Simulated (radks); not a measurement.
Q: Excited configurations of neutral terbium: one electron is placed in a higher orbital outside [Xe] 4f9 6s1. The ground configuration is [Xe] 4f9 6s2. Calculated with a radial shooting solver on a logarithmic mesh with Libxc functionals: Dirac Kohn-Sham, PBE, spin-unpolarised, spherical densities, finite nucleus; open shells fill j = l - 1/2 first; Fermi nuclear charge, rms radius 5.06 fm. Excitation = E - E(ground); binding = E(ion) - E, where the ion is the core of charge +1; n* = 1/sqrt(2 binding) in atomic units, and the quantum defect is n - n*.

outer orbital  excitation (eV)  binding (eV)     n*  quantum defect  eigenvalue (eV)  <r> (bohr)
5d3/2                    2.381         3.781  1.897           3.103           -0.980       3.791
5f5/2                    5.234         0.928  3.830           1.170           -0.428       16.85
6d3/2                    4.680         1.482  3.030           2.970           -0.719       11.56
6f5/2                    5.512         0.650  4.575           1.425           -0.367       28.42
7s1/2                    3.995         2.167  2.506           4.494           -1.287       10.02
7d3/2                    5.233         0.929  3.828           3.172           -0.532       21.29
7f5/2                    5.687         0.475  5.352           1.648           -0.291       42.35

Estimate the row for 7p1/2.

A: excitation (eV) 4.539; binding (eV) 1.623; n* 2.896; quantum defect 4.104; eigenvalue (eV) -0.938; <r> (bohr) 12.62. The Delta-SCF ionisation energy is 6.162 eV (NIST Atomic Spectra Database: 5.864 eV, measured). Self-interaction in the functional shifts the binding energies and quantum defects, so they are the method's values and not measured ones. Spin polarisation and multiplet splitting are left out, so open shells lie too high by an amount that depends on their filling.

Beside tabulated values, note that spin-unpolarised runs miss the spin-polarisation part of the exchange energy of open shells.
